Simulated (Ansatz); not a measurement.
Consider the isomerisation: `N=C1C(F)[SiH]1F` → `CC1=N[Si]1(F)F`.

Computed with Ansatz on PBE0-D4/def2-TZVP structures; ΔE is electronic, products minus reactants. CBS: MP2 limit from def2 TZ/QZ plus the TZ coupled-cluster correction, frozen cores. DFT in def2-TZVPP. B3LYP here is the variant with VWN-RPA as its local correlation; programs differ in this. Each species was taken in one conformer, which may not be the lowest.

| level | ΔE (kJ/mol) | difference from CCSD(T)/CBS |
| --- | --- | --- |
| PBE-D4 | -294.4 | 46.0 |
| r2SCAN-D4 | -322.4 | 18.0 |
| PBE0-D4 | -315.3 | 25.1 |
| B3LYP-D4 | -318.7 | 21.7 |
| ωB97X-V | -327.5 | 12.9 |
| ωB97M-V | -331.0 | 9.4 |
| B2PLYP | -332.8 | 7.6 |
| PBE | -294.0 | 46.4 |
| r2SCAN | -322.3 | 18.1 |
| PBE0 | -315.0 | 25.4 |
| B3LYP | -318.1 | 22.3 |
| HF/def2-TZVPP | -362.5 | -22.1 |
| MP2/def2-TZVPP | -351.3 | -10.9 |
| SCS-MP2/def2-TZVPP | -346.9 | -6.5 |
| CCSD/def2-TZVPP | -341.5 | -1.1 |
| CCSD(T)/def2-TZVPP | -336.3 | 4.1 |
| HF/def2-QZVPP | -365.3 | -24.9 |
| MP2/def2-QZVPP | -354.7 | -14.3 |
| SCS-MP2/def2-QZVPP | -350.5 | -10.1 |
| HF/CBS(def2) | -365.7 | -25.3 |
| MP2/CBS(def2) | -355.5 | -15.1 |
| CCSD/CBS(def2) | -345.6 | -5.2 |
| CCSD(T)/CBS | -340.4 | 0 |

Largest T1 diagnostic among the species: 0.014.

From PBE to PBE0 (25 % exact exchange), in def2-TZVPP and without D4, ΔE moves by −21.0 kJ/mol. In def2-TZVPP, CCSD(T) changes the Hartree–Fock value by +26.2 kJ/mol (the triples alone add +5.2 kJ/mol) and MP2 by +11.2 kJ/mol.
